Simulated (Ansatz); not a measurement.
Calculated with Ansatz (gas phase, PBE0-D4/def2-TZVP geometries, no zero-point term in ΔE). CCSD(T)/CBS adds triple-zeta CCSD(T) − MP2 to the extrapolated MP2 energy (def2 sets, frozen cores). DFT in def2-TZVPP. B3LYP here is the variant with VWN-RPA as its local correlation; programs differ in this. Each species was taken in one conformer, which may not be the lowest.

Reaction (redistribution): `C[CH2][AlH][CH2]C` + `CS[SiH2]O[SiH3]` → `C[CH2][AlH][O][SiH3]` + `CC[SiH2]SC`

`C[CH2][AlH][CH2]C`:

Cartesian coordinates in Å:
```
C -1.708 -0.325 -1.073
C -1.060 1.058 -1.088
Al 0.523 1.396 0.024
C 1.483 0.069 1.106
C 1.063 -1.398 1.045
H -1.010 -1.104 -1.389
H -2.576 -0.381 -1.737
H -2.053 -0.599 -0.072
H -1.798 1.826 -0.816
H -0.773 1.329 -2.115
H 1.082 2.892 0.049
H 1.435 0.432 2.144
H 2.546 0.171 0.846
H 1.151 -1.802 0.033
H 1.674 -2.030 1.697
H 0.022 -1.535 1.347
```

`CS[SiH2]O[SiH3]`:

Cartesian coordinates in Å:
```
C 0.747 -2.057 0.115
S 1.089 -0.779 1.361
Si -0.747 0.275 1.309
O -0.983 1.060 -0.107
Si -0.102 1.807 -1.274
H 1.590 -2.747 0.131
H -0.162 -2.605 0.359
H 0.665 -1.622 -0.881
H -0.675 1.239 2.433
H -1.882 -0.667 1.457
H 0.727 0.812 -2.004
H 0.786 2.841 -0.684
H -1.054 2.442 -2.216
```

`C[CH2][AlH][O][SiH3]`:

Z-matrix (Å, degrees):
```
C
C 1 1.528
H 1 1.093 2 111.7
H 1 1.094 2 112.1 3 -120.4
H 1 1.093 2 111.7 3 119.2
Al 2 1.951 1 116.2 3 -59.5
H 2 1.099 1 110.4 3 177.7
H 2 1.099 1 110.4 3 63.2
O 6 1.689 2 119.3 1 0.7
H 6 1.583 2 124.0 1 -179.2
Si 9 1.621 6 167.0 2 1.6
H 11 1.488 9 110.1 6 -115.1
H 11 1.488 9 110.1 6 124.9
H 11 1.490 9 110.9 6 5.0
```

`CC[SiH2]SC`:

Z-matrix (Å, degrees):
```
C
C 1 1.524
H 1 1.093 2 111.2
H 1 1.093 2 111.6 3 -120.5
H 1 1.093 2 111.3 3 119.3
Si 2 1.875 1 113.9 3 -58.8
H 2 1.097 1 110.9 3 -179.6
H 2 1.096 1 110.7 3 63.5
S 6 2.132 2 112.9 1 58.0
H 6 1.491 2 109.2 1 -179.9
H 6 1.487 2 110.9 1 -58.8
C 9 1.816 6 99.5 2 63.9
H 12 1.090 9 111.0 6 56.2
H 12 1.090 9 106.9 6 174.7
H 12 1.090 9 111.4 6 -66.7
```

```
             level  ΔE (kJ/mol)
         r2SCAN-D4        -64.7
           ωB97M-V        -62.8
               PBE        -63.1
             B3LYP        -64.1
    MP2/def2-TZVPP        -66.3
CCSD(T)/def2-TZVPP        -64.5
    MP2/def2-QZVPP        -65.5
    CCSD/CBS(def2)        -63.5
```

(1) What does CCSD(T)/CBS give? (Best estimate.)

Largest T1 diagnostic among the species: 0.011.

Results:

(1) Computed: -63.2 kJ/mol. The listed levels differ from it by -1.5, 0.4, 0.1, -0.9, -3.1, -1.3, -2.3, -0.3 kJ/mol.
